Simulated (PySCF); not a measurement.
A structure optimised at PBE0-D3(BJ)/def2-SVP, used in a PySCF frequency run:

```xyz
14

C      3.2623    -0.0627     0.1476
O      1.8936    -0.2931     0.3316
Si     0.7055     0.7394    -0.2195
Si    -1.3719    -0.1681     0.3364
N     -2.5558     0.8057    -0.4313
F     -1.3826    -1.7300    -0.1541
H      3.5344    -0.0177    -0.9236
H      3.8258    -0.8895     0.6061
H      3.5923     0.8801     0.6230
H      0.8095     0.9228    -1.7084
H      0.8673     2.1011     0.3922
H     -1.6903    -0.1919     1.7905
H     -3.5269     0.7854    -0.1402
H     -2.4713     1.0635    -1.4081
```
Charge 0, spin multiplicity 1.

Q: Write its SMILES and formula.

A: CO[SiH2][Si@@H](N)F, CH₈FNOSi₂

Q: What are its rotational constants (standard atomic weights)?

A: 4.6312, 1.0935, 0.94045 GHz
